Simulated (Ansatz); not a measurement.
CH5BSi, SMILES `B=[SiH]C` (charge 0, multiplicity 1).

Cartesian coordinates (Å):
```xyz
8

B      2.0294    -0.2861    -0.0613
Si     0.4394     0.5892     0.0544
C     -1.2399    -0.2480    -0.0070
H      3.0595    -0.8453    -0.1371
H      0.4562     2.0563     0.2109
H     -1.7982    -0.0672     0.9128
H     -1.1170    -1.3245    -0.1272
H     -1.8295     0.1256    -0.8454
```
Charge 0, spin multiplicity 1.

Frozen-core energies in 6-31g from Ansatz (a quantum-chemistry and plane-wave program) at a geometry from B3LYP-D3(BJ)/def2-TZVP; the HF reference has <S^2> = 0.00 (restricted, and unstable towards unrestricted orbitals) and the T1 diagnostic is 0.012.

| level | energy (Ha) |
|---|---|
| HF | -354.20834 |
| MP2 | -354.40238 |
| CCSD | -354.44468 |

**Question.** Estimate the energies of CCSD(T), CCSDT and CCSDT(Q), and give each level's difference from CCSDT(Q).

**Answer.** 
| level | energy (Ha) | difference from CCSDT(Q) (mHa) |
|---|---|---|
| MP2 | -354.40238 | 49.57 |
| CCSD | -354.44468 | 7.27 |
| CCSD(T) | -354.45067 | 1.28 |
| CCSDT | -354.45160 | 0.35 |
| CCSDT(Q) | -354.45195 | 0.00 |
